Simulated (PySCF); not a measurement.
Predicted microwave data (PBE0/pcSseg-1 in PySCF (dipole) on a GFN2-xTB geometry, gas phase) for one isomer of C5H9NO2:

| Property | Result |
| --- | --- |
| Rotational constants | A = 2707, B = 1774, C = 1150 MHz |
| Dipole components | \|μa\| = 0.44 D, \|μb\| = 0.83 D, \|μc\| = 1.03 D |
| Inertial defect | -32.05 u·Å² |
| κ | -0.20 |

Question: Which candidate fits, each taken in the one conformer that was computed?
A. `[CH3:1][O:2][CH2:3][CH2:4][O:5][CH2:6][C:7]#[N:8]` with C1–O2–C3–C4 -176°, O2–C3–C4–O5 -79°, C3–C4–O5–C6 76°, C4–O5–C6–C7 69°
B. `[CH3:1][NH:2][C:3](=[O:4])[C@@H:5]([CH3:6])[CH:7]=[O:8]` with C1–N2–C3–O4 -5°, N2–C3–C5–C6 176°, C3–C5–C7–O8 68°
C. `[CH3:1][C@@H:2]([CH2:3][CH:4]=[O:5])[C:6]([NH2:7])=[O:8]` with C1–C2–C3–C4 -164°, C2–C3–C4–O5 2°, C1–C2–C6–N7 144°, C2–C6–N7–H 16° and 174°

Answer: B. It is CNC(=O)[C@@H](C)C=O, an asymmetric top, point group C1. The candidates at the same level (rigid rotor, commonest isotopes):

```tsv
SMILES	A (MHz)	B (MHz)	C (MHz)	μa (D)	μb (D)	μc (D)	Δ (u·Å²)	point group	rotor
COCCOCC#N	3409	1149	990.5	4.36	1.18	1.48	-77.79	C1	asymmetric top
CNC(=O)[C@@H](C)C=O	2707	1774	1150	0.44	0.83	1.03	-32.05	C1	asymmetric top
C[C@@H](CC=O)C(N)=O	2725	1762	1281	2.24	1.41	0.44	-77.62	C1	asymmetric top
```

`COCCOCC#N` has B 35 % too low; `C[C@@H](CC=O)C(N)=O` has C 11 % too high. No structure here is proved a minimum.
